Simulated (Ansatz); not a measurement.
Process, species as SMILES: C=CCC#N + 7 [H][H] (H2) -> 4 C (CH4) + N (NH3)
Each molecule is optimised on its own at B3LYP-D3(BJ)/def2-TZVP (Ansatz, a program for electronic structure), one conformer each, not searched for the lowest.

Property: energy of full hydrogenation (electronic energy difference), in kJ/mol. Cores are frozen in the correlated levels unless marked. No spin-orbit coupling. No relativistic terms. CBS(X,Y): correlation extrapolated as X^-3; Hartree-Fock from the larger set. [CCSD(T)-MP2]/basis is that difference in the basis named.

RI-MP2/CBS(aug-cc-pVTZ,aug-cc-pVQZ)+[CCSD(T)-MP2]/aug-cc-pVTZ (Ansatz) gives -653.8 kJ/mol.

**Question.** Another calculation gave -651.6 kJ/mol. Which level was it?
A) wB97M-V/def2-TZVPD (Ansatz)
B) r2SCAN0/def2-TZVPD (Ansatz)
C) PBE-QIDH/def2-TZVPD (Ansatz)
D) B2GP-PLYP/def2-TZVPD (Ansatz)

**Answer.** D, B2GP-PLYP/def2-TZVPD (Ansatz). The others give -711.9 (r2SCAN0), -698.9 (PBE-QIDH), -666.1 (wB97M-V) kJ/mol.
